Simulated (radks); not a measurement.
Species: Cu I. Configuration: [Ar] 3d10 5s1 (not the ground configuration). Calculated with a radial shooting solver on a logarithmic mesh with Libxc functionals: scalar-relativistic Kohn-Sham, PBE, spin-polarised, spherical densities, point nucleus; open shells are filled with parallel spins first.

Normalised radial functions P(r) = r R(r), r in bohr:

r           3p up   3d up
0.002738   0.0023  0.0000
0.00432    0.0053  0.0000
0.006817   0.0123  0.0001
0.01076    0.0283  0.0003
0.01697    0.0633  0.0011
0.02677    0.1348  0.0038
0.04224    0.2652  0.0129
0.06664    0.4582  0.0406
0.1051     0.6348  0.1155
0.1659     0.5634  0.2832
0.2638    -0.0261  0.5717
0.4163    -0.8926  0.8735
0.6568    -1.2359  0.9722
1.036     -0.7886  0.7830
1.635     -0.2449  0.4797
2.58      -0.0307  0.2196
4.07      -0.0010  0.0624
6.421     0.0000  0.0099
10.13     0.0000  0.0005
15.98     0.0000  0.0000
25.22      0.0000  0.0000

3p up: eigenvalue -76.905 eV, 1 radial node at r = 0.260 bohr, <r> = 0.750 bohr, 90 % of the charge inside 1.16 bohr. 3d up: eigenvalue -9.780 eV, 0 radial nodes, <r> = 1.02 bohr, 90 % of the charge inside 1.83 bohr.
